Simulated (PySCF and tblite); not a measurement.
The numbers below are computed, except where a source is named.
C5H15ClSi3, numbered as in [CH3:1][Si@H:2]1[CH2:3][Si@@H:4]([CH3:5])[CH2:6][Si@H:7]([Cl:8])[CH2:9]1.

Level: revPBE-D3(BJ)/pcSseg-1 (IEF-PCM, methanol)//GFN2-xTB, thermal terms from GFN2-xTB, symmetry numbers and mirror pairs counted. Conformers within 2.5 kcal/mol (GFN2-xTB free energy) were kept, 4 at most. GIAO shieldings: revPBE/pcSseg-1 (IEF-PCM, methanol). Shifts are against TMS (¹H), TMS (¹³C), TMS (²⁹Si) at the same level; of two unlike H on one atom, a is the less shielded. Run with PySCF (density fitting) and tblite.

Q: List the conformer-averaged shifts at 298.15 K.

A: ¹H: 5.64 (H7, 1H), 4.83 (H2/H4, 2H), 0.44 (H6a/H9a, 2H), 0.44 (H6b/H9b, 2H), 0.21 (H1/H5, 6H), 0.11 (H3a, 1H), -0.14 (H3b, 1H) ppm. ¹³C: 7.5 (C6/C9), 0.0 (C1/C5), -1.1 (C3) ppm. ²⁹Si: 7.1 (Si7), -18.1 (Si2/Si4) ppm.

Q: How do the conformers differ?

A: The 6-ring runs over atoms 2–3–4–6–7–9. Of a mirror pair one member is shown.
```tsv
conformer	shape	weight %
1	6-ring chair (C1, C5 axial)	82.4
2	6-ring chair (Cl8 axial)	9.8
3	6-ring twist-boat (ring torsions 60, -27, -29, 60, -29, -31°)	5.2
4	6-ring twist-boat (ring torsions -31, 61, -28, -33, 62, -26°)	2.5
```

| signal | 1 | 2 | 3 | 4 | average |
| --- | --- | --- | --- | --- | --- |
| H1/H5 | 0.21 | 0.19 | 0.22 | 0.17 | 0.21 |
| H2/H4 | 4.87 | 4.57 | 4.79 | 4.67 | 4.83 |
| H3a | 0.11 | 0.01 | 0.29 | 0.27 | 0.11 |
| H3b | -0.14 | -0.11 | -0.11 | -0.20 | -0.14 |
| H6a/H9a | 0.51 | 0.04 | 0.13 | 0.47 | 0.44 |
| H6b/H9b | 0.46 | 0.32 | 0.43 | 0.21 | 0.44 |
| H7 | 5.61 | 5.85 | 5.80 | 5.66 | 5.64 |
| C1/C5 | -0.2 | 1.3 | 0.7 | 0.7 | 0.0 |
| C3 | -1.2 | 1.5 | -3.8 | -4.0 | -1.1 |
| C6/C9 | 8.1 | 5.9 | 2.9 | 4.9 | 7.5 |
| Si2/Si4 | -17.1 | -22.9 | -22.0 | -21.9 | -18.1 |
| Si7 | 7.1 | 6.9 | 7.4 | 6.0 | 7.1 |

Q: Which signal moves most, for its nucleus, between 250 and 350 K through the change of populations alone?

A: H6a/H9a: 0.47 ppm at 250 K, 0.44 ppm at 298.15 K, 0.42 ppm at 350 K.

Unscaled ²⁹Si shifts at such levels can be off by tens of ppm; differences between conformers or isomers are more reliable. Shifts are unscaled: against experiment ¹³C can be off by 15 ppm or more and ¹H by 0.8 ppm. For its torsions the set is small; conformers may be missing.


Conformer gaps in pcSseg-1 on xTB geometries can be 2 kcal/mol off for S=O, P=O and other polar bonds.